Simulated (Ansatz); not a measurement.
Computed with Ansatz on PBE0-D4/def2-TZVP structures; ΔE is electronic, products minus reactants. CBS: MP2 limit from def2 TZ/QZ plus the TZ coupled-cluster correction, frozen cores. For Ga outer-core shells are correlated without core-valence functions, which leaves a few kJ/mol of doubt a bond. Scalar relativity is left out up to krypton. Each species was taken in one conformer, which may not be the lowest.

Consider the formal exchange of groups at a Ga–N bond: `C[NH][GaH2]` + `N=CC1CO1` → `[GaH2][CH]1CO1` + `CNC=N`.

`C[NH][GaH2]`:

Cartesian coordinates in Å:
```
C -0.704 0.936 -0.511
N -0.219 0.053 0.522
Ga 1.038 -1.247 0.372
H -0.195 0.718 -1.453
H -0.520 1.992 -0.279
H -1.781 0.819 -0.688
H -0.657 0.212 1.416
H 1.369 -2.054 1.666
H 1.668 -1.430 -1.046
```

`N=CC1CO1`:

Cartesian coordinates in Å:
```
N 0.484 1.400 1.532
C 0.521 0.347 0.836
C -0.612 -0.017 -0.035
C -0.359 -0.666 -1.325
O -0.814 -1.414 -0.221
H 1.344 1.518 2.066
H 1.359 -0.362 0.817
H -1.511 0.578 0.093
H -1.078 -0.523 -2.128
H 0.665 -0.862 -1.634
```

`[GaH2][CH]1CO1`:

Z-matrix (Å, degrees):
```
C
C 1 1.476
O 1 1.443 2 57.4
Ga 1 1.969 2 119.8 3 103.2
H 1 1.090 2 114.6 3 -101.6
H 2 1.089 1 120.2 3 -104.0
H 2 1.088 1 118.6 3 104.6
H 4 1.570 1 121.0 2 143.1
H 4 1.568 1 117.0 2 -35.9
```

`CNC=N`:

Cartesian coordinates in Å:
```
C 0.400 0.793 -0.767
N -0.250 -0.463 -0.517
C -0.465 -0.932 0.744
N -0.072 -0.447 1.851
H 0.450 0.964 -1.841
H -0.133 1.634 -0.307
H 1.424 0.787 -0.380
H -0.762 -0.894 -1.265
H -1.043 -1.859 0.757
H 0.453 0.417 1.724
```

```
             level  ΔE (kJ/mol)
CCSD(T)/def2-TZVPP         63.8
SCS-MP2/def2-QZVPP         63.5
```

**Question.** What does CCSD(T)/CBS give? (Estimate.)

**Answer.** Computed: +62.4 kJ/mol. The listed levels differ from it by 1.4, 1.1 kJ/mol.

Largest T1 diagnostic among the species: 0.015.

From BLYP to BHLYP (50 % exact exchange), in def2-TZVPP and without D4, ΔE moves by +4.0 kJ/mol. Leaving LDA and LC-ωPBE aside and taking each functional with its dispersion term where it has one, the values, not all of them listed here, spread over 12.4 kJ/mol, from revPBE-D4 to B2PLYP. At CCSD(T), def2-SVP lies +9.0 kJ/mol from the extrapolated value and def2-TZVPP +1.3 kJ/mol.
